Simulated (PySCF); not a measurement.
Vertical excitations of a molecule CH5NO2SW, multiplicity 1 from TDA-LC-ωPBE/def2-SVPD in PySCF 2.14.0, as energy in eV (oscillator strength): 3.88 (0.001), 4.22 (0.007), 4.39 (0.006), 5.01 (0.035), 5.16 (0.000), 5.36 (0.011), 5.38 (0.000), 5.58 (0.000), 5.72 (0.014), 5.77 (0.004). Lowest triplet (TDA): 3.41 eV. Coordinates come from a r2SCAN-D4/def2-SVP optimisation. The spin state was assumed, not searched. The def2 effective core potentials stand for the cores of W; spin–orbit coupling is left out. Other conformers were not sampled.

Question: Which structure fits?
(A) C[O][W](=[NH])(=[O])[SH]
(B) C[N]=[W]([OH])([OH])=[S]
(C) C[O][W](=[NH])([OH])=[S]

Answer: B, C[N]=[W]([OH])([OH])=[S]
